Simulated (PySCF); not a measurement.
Isomers of C5H11F3Si2, mass 184.035 u with the commonest isotopes. Level of theory: PBE0/pcSseg-1 in PySCF (dipole) on a GFN2-xTB geometry, gas phase. One conformer each, none proved a minimum here; rigid rotors.

Question: Order these by rotational constant B, largest first.
A. `[CH3:1][Si@@H:2]1[SiH2:3][CH2:4][CH2:5][C@@H:6]1[C:7]([F:8])([F:9])[F:10]` with C1–Si2–Si3–C4 -115°, Si2–Si3–C4–C5 27°, Si3–C4–C5–C6 -52°, C4–C5–C6–C7 178°
B. `[CH2:1]=[CH:2][CH2:3][CH2:4][SiH2:5][SiH2:6][C:7]([F:8])([F:9])[F:10]` with C1–C2–C3–C4 122°, C2–C3–C4–Si5 -178°, C3–C4–Si5–Si6 -176°, C4–Si5–Si6–C7 -166°
C. `[CH3:1][Si:2]1([CH2:3][C:4]([F:5])([F:6])[F:7])[CH2:8][SiH2:9][CH2:10]1` with C1–Si2–C3–C4 58°

Answer: A (724.3 MHz), C (547.9 MHz), B (284.0 MHz).

Question: Order these by rotational constant A, largest first.
A. `[CH3:1][Si:2]1([CH2:3][C:4]([F:5])([F:6])[F:7])[CH2:8][SiH2:9][CH2:10]1` with C1–Si2–C3–C4 58°
B. `[CH2:1]=[CH:2][CH2:3][CH2:4][SiH2:5][SiH2:6][C:7]([F:8])([F:9])[F:10]` with C1–C2–C3–C4 122°, C2–C3–C4–Si5 -178°, C3–C4–Si5–Si6 -176°, C4–Si5–Si6–C7 -166°
C. `[CH3:1][Si@@H:2]1[SiH2:3][CH2:4][CH2:5][C@@H:6]1[C:7]([F:8])([F:9])[F:10]` with C1–Si2–Si3–C4 -115°, Si2–Si3–C4–C5 27°, Si3–C4–C5–C6 -52°, C4–C5–C6–C7 178°

Answer: B (2997 MHz), A (1794 MHz), C (1504 MHz).

Question: Order these by rotational constant C, smallest first.
A. `[CH3:1][Si@@H:2]1[SiH2:3][CH2:4][CH2:5][C@@H:6]1[C:7]([F:8])([F:9])[F:10]` with C1–Si2–Si3–C4 -115°, Si2–Si3–C4–C5 27°, Si3–C4–C5–C6 -52°, C4–C5–C6–C7 178°
B. `[CH2:1]=[CH:2][CH2:3][CH2:4][SiH2:5][SiH2:6][C:7]([F:8])([F:9])[F:10]` with C1–C2–C3–C4 122°, C2–C3–C4–Si5 -178°, C3–C4–Si5–Si6 -176°, C4–Si5–Si6–C7 -166°
C. `[CH3:1][Si:2]1([CH2:3][C:4]([F:5])([F:6])[F:7])[CH2:8][SiH2:9][CH2:10]1` with C1–Si2–C3–C4 58°

Answer: B (279.7 MHz), C (503.9 MHz), A (575.3 MHz).

| SMILES | point group | Ia (u·Å²) | Ib (u·Å²) | Ic (u·Å²) | κ | μa (D) | μb (D) | μc (D) |
| --- | --- | --- | --- | --- | --- | --- | --- | --- |
| C=CCC[SiH2][SiH2]C(F)(F)F | C1 | 168.60 | 1779.34 | 1806.96 | -1.00 | 3.06 | 1.25 | 0.37 |
| C[Si@@H]1[SiH2]CC[C@@H]1C(F)(F)F | C1 | 336.04 | 697.71 | 878.48 | -0.68 | 2.23 | 0.23 | 0.08 |
| C[Si]1(CC(F)(F)F)C[SiH2]C1 | C1 | 281.77 | 922.32 | 1002.92 | -0.93 | 1.78 | 0.76 | 1.00 |
